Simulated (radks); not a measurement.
Results of a calculation; reference values are marked as such.
Spherical jellium clusters: N electrons in a uniform positive sphere of charge N and radius rs N^(1/3), rs = 5.01 bohr. Level of theory: non-relativistic Kohn-Sham, PBEsol, spin-polarised, spherical densities (a radial shooting solver with Libxc functionals). Levels are named by radial order and angular momentum (1s, 1p, 1d, 2s, ...), and open shells are averaged over m.

N = 6, configuration 1s2 1p(up 3, down 1). This is the lowest configuration that the search found. Occupied levels:

| level | occupation | eigenvalue (eV) | <r> (bohr) |
|---|---|---|---|
| 1s up | 1 | -3.5527 | 6.241 |
| 1s down | 1 | -3.2576 | 6.025 |
| 1p up | 3 | -2.6477 | 7.428 |
| 1p down | 1 | -2.2879 | 7.423 |

Energy (eV): total -10.0818, kinetic 7.2550, external -127.17, Hartree 62.886, exchange-correlation -17.618, background 64.563.
